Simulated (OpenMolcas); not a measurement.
Au3+ (d8) among equal point charges was computed by CASSCF with the d shell active (OpenMolcas, ANO-RCC-VDZP on the metal). Its lowest spin-free states, and all those of the highest spin:

| 2S+1 | Degeneracy | E (cm-1) |
| --- | --- | --- |
| 3 | 1 | 0.0 |
| 3 | 2 | 498.1 |
| 3 | 1 | 2510 |
| 3 | 1 | 4150 |
| 3 | 2 | 4766 |
| 1 | 1 | 9673 |
| 1 | 1 | 12734 |
| 1 | 1 | 13810 |
| 1 | 2 | 13925 |
| 3 | 1 | 14678 |
| 1 | 1 | 16146 |
| 1 | 1 | 16544 |
| 3 | 2 | 20461 |

Is the site octahedral, tetrahedral or cube-like, axial, or of lower symmetry?

The states with 2S+1 = 3 have orbital degeneracies 1, 2, 1, 1, 2, 1, 2. There are pairs but no triples, so the site is axial: not cubic, but with a proper or improper axis of order three or more. The run had Au3+ among 5 point charges of -1.3 e arranged as a square pyramid (C4v), 2.18 Å from the ion, with the axial distance 2.594 Å.

Without dynamic correlation the repulsion within the d shell is too large (B by tens of per cent), so at a given field states of lower spin stand too high. Real 4d8 and 5d8 ions are as a rule square planar and diamagnetic. This shell can be high or low spin here, a state of another spin lies low, and with metal d orbitals alone active their balance is uncertain, so the ground spin may be wrong. Point charges give a weaker field than real ligands, and real ions of this kind are as a rule low spin; the high spin found here belongs to the model. The ground term spreads over less than 5000 cm-1, several times less than with real ligands, so orbital moments are less quenched and χT lies further from the spin-only value than at real sites. Point charges carry no covalency, so the field is a model and not that of real ligands. An unlabelled pair can be two single states that coincide in this model. No measured value stands beside these numbers.
